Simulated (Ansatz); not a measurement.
Ge₁₉AsH₃₀⁻. The state is a singlet with charge -1. Geometry PBE-D4/def2-SVP; atoms count from 1.

```xyz
50

Ge   -2.124    3.037    2.445
Ge    4.374    0.948    1.740
Ge    1.447    3.331    0.584
As    0.602   -0.070    2.153
Ge    0.985   -2.159   -1.764
Ge   -1.725    0.547   -0.593
Ge    2.251   -0.062   -1.721
Ge   -2.222   -3.137    0.694
Ge   -2.961   -2.209   -3.124
Ge    2.773   -0.036    3.303
Ge    0.178   -3.332    0.236
Ge    0.228    2.344    2.465
Ge   -2.968   -0.833    1.087
Ge   -2.909    2.616    0.159
Ge    3.805    3.278    1.251
Ge    4.258   -0.366   -0.325
Ge    1.381    2.226   -1.599
Ge   -0.572   -2.188   -3.670
Ge   -3.477    0.050   -2.309
Ge   -3.254   -3.918   -1.391
H    -2.111    4.524    2.939
H    -2.859    2.222    3.554
H     5.823    0.848    2.324
H     1.028    4.825    0.375
H    -0.139   -0.466    3.447
H     2.167   -3.087   -2.243
H     2.873   -0.085   -3.166
H    -2.531   -4.188    1.818
H    -3.709   -2.680   -4.422
H     2.747    0.735    4.660
H     3.214   -1.504    3.607
H     1.095   -3.022    1.459
H     0.457   -4.834   -0.118
H     0.993    2.822    3.751
H    -2.647   -0.534    2.593
H    -4.536   -0.912    1.029
H    -4.477    2.695    0.213
H    -2.471    3.914   -0.612
H     4.047    4.151    2.523
H     4.765    3.820    0.144
H     5.525   -0.023   -1.176
H     4.389   -1.875    0.054
H     2.465    3.028   -2.412
H     0.039    2.421   -2.353
H    -0.232   -0.950   -4.564
H    -0.186   -3.443   -4.524
H    -3.391    0.943   -3.598
H    -4.993    0.059   -1.906
H    -2.641   -5.282   -1.855
H    -4.778   -4.189   -1.165
```

Single mean-field runs in def2-TZVP are fitted with def2-universal-jkfit.

Q: Estimate the Mulliken populations of the heavy atoms from the PBE0/def2-TZVP orbitals of Ansatz.

A: 
```csv
atom,charge (e)
Ge1,0.01
Ge2,-0.11
Ge3,-0.07
As4,-0.24
Ge5,-0.06
Ge6,-0.38
Ge7,-0.06
Ge8,-0.04
Ge9,-0.09
Ge10,0.07
Ge11,-0.03
Ge12,0.00
Ge13,-0.02
Ge14,0.02
Ge15,0.03
Ge16,0.02
Ge17,-0.01
Ge18,0.03
Ge19,0.04
Ge20,0.00
```
Mulliken values depend strongly on the basis.

Q: And the Mayer bond orders between heavy atoms (over 0.3)?

A: Ge1–Ge12 0.85 (2.45 Å); Ge1–Ge14 0.86 (2.45 Å); Ge2–Ge10 0.87 (2.44 Å); Ge2–Ge15 0.86 (2.45 Å); Ge2–Ge16 0.86 (2.45 Å); Ge3–Ge12 0.83 (2.45 Å); Ge3–Ge15 0.88 (2.45 Å); Ge3–Ge17 0.85 (2.45 Å); As4–Ge10 0.93 (2.46 Å); As4–Ge12 0.92 (2.46 Å); Ge5–Ge7 0.84 (2.45 Å); Ge5–Ge11 0.85 (2.45 Å); Ge5–Ge18 0.85 (2.46 Å); Ge6–Ge13 0.87 (2.50 Å); Ge6–Ge14 0.92 (2.50 Å); Ge6–Ge19 0.90 (2.50 Å); Ge7–Ge16 0.85 (2.46 Å); Ge7–Ge17 0.85 (2.45 Å); Ge8–Ge11 0.86 (2.45 Å); Ge8–Ge13 0.88 (2.45 Å); Ge8–Ge20 0.87 (2.45 Å); Ge9–Ge18 0.86 (2.45 Å); Ge9–Ge19 0.87 (2.46 Å); Ge9–Ge20 0.87 (2.45 Å).
